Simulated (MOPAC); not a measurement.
Input file for MOPAC: PM7 on TaF+, 2S+1 = 4, a spin state set in the input, which need not be the lowest, a point of a bond scan (R = 1.822 Å). Charge +1.

```
PM7 1SCF PRECISE CHARGE=1 UHF MS=1.5 THREADS=1
FTa

Ta     0.00000000 1     0.00000000 1     0.00000000 1
F      0.00000000 1     0.00000000 1     1.82191500 1
```

The log:

```
*******************************************************************************
 **                                                                           **
 **                              MOPAC v23.2.5                                **
 **                                                                           **
 *******************************************************************************
 ** MOPAC's Digital Object Identifier: https://doi.org/10.5281/zenodo.6511958 **
 **                                                                           **
 ** Please cite the open-source release paper for use of this MOPAC version:  **
 ** J. E. Moussa and J. J. P. Stewart (2026)                                  **
 ** MOPAC: An open-source semiempirical molecular orbital program             **
 ** J. Open Source Softw., 11(119), 8025, https://doi.org/10.21105/joss.08025 **
 *******************************************************************************

                              PM7 CALCULATION RESULTS

 *******************************************************************************
 *  PM7        - The PM7 Hamiltonian to be used
 *  UHF        - UNRESTRICTED HARTREE-FOCK CALCULATION
 *
 *
 *
 *                 CHARGE ON SYSTEM = +1
 *
 *
 *
 *  MS=        - IN MECI, MAGNETIC COMPONENT OF SPIN =  1.5
 *  PRECISE    - TIGHTER CRITERIA TO BE USED
 *  1SCF       - DO 1 SCF AND THEN STOP
 *  THREADS=1  - MULTI-THREADING NOT USED
 *  T=         - A TIME OF 172800.0 SECONDS REQUESTED
 *  DUMP=N     - RESTART FILE WRITTEN EVERY 7200.0 SECONDS REQUESTED
 *******************************************************************************
PM7 1SCF PRECISE CHARGE=1 UHF MS=1.5 THREADS=1
 FTa

   ATOM   CHEMICAL          X               Y               Z
  NUMBER   SYMBOL      (ANGSTROMS)     (ANGSTROMS)     (ANGSTROMS)

     1      Ta          0.00000000  *   0.00000000  *   0.00000000  *
     2       F          0.00000000  *   0.00000000  *   1.82191500  *



          CARTESIAN COORDINATES

    NO.       ATOM           X           Y           Z

     1        Ta          0.0000      0.0000      0.0000
     2         F          0.0000      0.0000      1.8219

 General Reference for PM7:
 "Optimization of Parameters for Semiempirical Methods VI: More Modifications to the
 NDDO Approximations and Re-optimization of Parameters", J. J. P. Stewart, J. Mol. Mod., 1:32, 19 (2013)
 https://link.springer.com/article/10.1007/s00894-012-1667-x

           Empirical Formula: Ta F  =     2 atoms



      MOLECULAR POINT GROUP   :   C*v


          UHF CALCULATION, NO. OF ALPHA ELECTRONS =    7
                           NO. OF BETA  ELECTRONS =    4

 -------------------------------------------------------------------------------
 PM7 1SCF PRECISE CHARGE=1 UHF MS=1.5 THREADS=1
 FTa



     1SCF WAS SPECIFIED, SO BFGS WAS NOT USED
     SCF FIELD WAS ACHIEVED


                              PM7 CALCULATION
                                                       MOPAC v23.2.5 Linux




          FINAL HEAT OF FORMATION =        227.82955 KCAL/MOL =     953.23885 KJ/MOL


          COSMO AREA              =         88.96 SQUARE ANGSTROMS
          COSMO VOLUME            =         77.13 CUBIC ANGSTROMS

          IONIZATION POTENTIAL    =         13.863613 EV
          ALPHA SOMO LUMO (EV)    =        -13.864 -6.672
          BETA  SOMO LUMO (EV)    =        -20.827 -7.913
          NO. OF ALPHA ELECTRONS  =          7
          NO. OF BETA  ELECTRONS  =          4
          MOLECULAR WEIGHT        =        199.9463         POINT GROUP:  C*v

          MOLECULAR DIMENSIONS (Angstroms)

            Atom       Atom       Distance
            F     2   Ta     1     1.82192
            F     2   Ta     1     0.00000
           Ta     1    F     2     0.00000


          SCF CALCULATIONS        =          1





   ATOM   CHEMICAL          X               Y               Z
  NUMBER   SYMBOL      (ANGSTROMS)     (ANGSTROMS)     (ANGSTROMS)

     1      Ta          0.00000000  *   0.00000000  *   0.00000000  *
     2       F          0.00000000  *   0.00000000  *   1.82191500  *

                             CARTESIAN COORDINATES

   1   Ta        0.000000000     0.000000000     0.000000000
   2    F        0.000000000     0.000000000     1.821915000


           Empirical Formula: Ta F  =     2 atoms



      MOLECULAR POINT GROUP   :   C*v


          ALPHA EIGENVALUES
 -46.08679 -20.99327 -20.92313 -20.92313 -14.69061 -14.69061 -13.86361  -6.67245
  -6.67245  -5.52338  18.65489  18.65489  20.02797


           BETA EIGENVALUES
 -46.09065 -20.87496 -20.82693 -20.82693  -7.91313  -5.71519  -5.71519  -5.70451
  -5.70451  -4.71395  20.78120  22.39999  22.39999


              NET ATOMIC CHARGES AND DIPOLE CONTRIBUTIONS

  ATOM NO.   TYPE          CHARGE      No. of ELECS.   s-Pop       p-Pop       d-Pop
    1         Ta           1.133410        3.8666     0.81420     0.00815     3.04424
    2          F          -0.133410        7.1334     1.93056     5.20285
 DIPOLE           X         Y         Z       TOTAL
 POINT-CHG.     0.000     0.000    -1.999     1.999
 HYBRID        -0.000    -0.000    -0.522     0.522
 SUM           -0.000    -0.000    -2.521     2.521


          ATOMIC ORBITAL ELECTRON POPULATIONS

     Atom    s        px        py        pz      x^2-y^2     xz        z^2       yz        xy
    1 Ta   0.81420   0.00054   0.00054   0.00707   1.00000   0.27613   0.49197   0.27613   1.00000
    2  F   1.93056   1.72333   1.72333   1.75620


                    (SZ)    =    1.500000
                    (S**2)  =    3.754003


          ATOMIC ORBITAL SPIN POPULATIONS

    Atom   Total    s     px     py     pz   x^2-y^2  xz     z^2    yz     xy
         Atomic
    1 Ta  3.0421  0.707  0.000  0.000  0.000  1.000  0.030  0.274  0.030  1.000
    2  F -0.0421  0.007 -0.030 -0.030  0.011

 **********************
 *                    *
 * JOB ENDED NORMALLY *
 *                    *
 **********************




 == MOPAC DONE ==
```

The run finished.

Cost: roughly 0.04 core-seconds.
